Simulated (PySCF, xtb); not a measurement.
C5H4O2, SMILES O=C1COC1=C=C.

GFN2-xTB (xtb) at its own geometry gives an orbital gap of 2.98 eV and a dipole moment of 1.73 D.

Geometry optimised at PBE0-D3(BJ)/def2-SVP. This is a generated structure with no PubChem entry under its InChIKey; it may be hypothetical.

**Question.** What does PySCF with PBE/def2-TZVP give? (Estimate from the structure and the level; the computed values follow.)

**Answer.** gap 3.11 eV (levels -5.88 and -2.77 eV), dipole 1.33 D.
